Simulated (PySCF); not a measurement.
boron oxyfluoride anion (BFO), SMILES O=BF (connectivity only; charge and spin as stated), charge -1, multiplicity 2. Atoms are numbered in the order given.

```xyz
3

F      0.1032    -1.1732     0.0000
B     -0.3951     0.1112     0.0000
O      0.1309     1.2504     0.0000
```
Charge -1, spin multiplicity 2.

Coordinates come from a PBE0-D3(BJ)/def2-TZVPD optimisation. The spin state was assumed, not searched.

Two levels are set side by side: PBE/pcH-1 (PySCF) and B3LYP/pcH-1 (PySCF). Contact hyperfine couplings, same geometry. Differences are taken from unrounded values.

| quantity | B3LYP | PBE | PBE minus B3LYP |
|---|---|---|---|
| A(iso) of 19F, atom F1 (MHz) | 1211.6 | 1186.4 | -25.2 |
| A(iso) of 11B, atom B2 (MHz) | 430.7 | 401.6 | -29.0 |
| A(iso) of 17O, atom O3 (MHz) | -70.7 | -63.8 | 6.9 |

Rough cost on one machine, each run with all the roots and properties that it gave: B3LYP against PBE within a factor of 2.
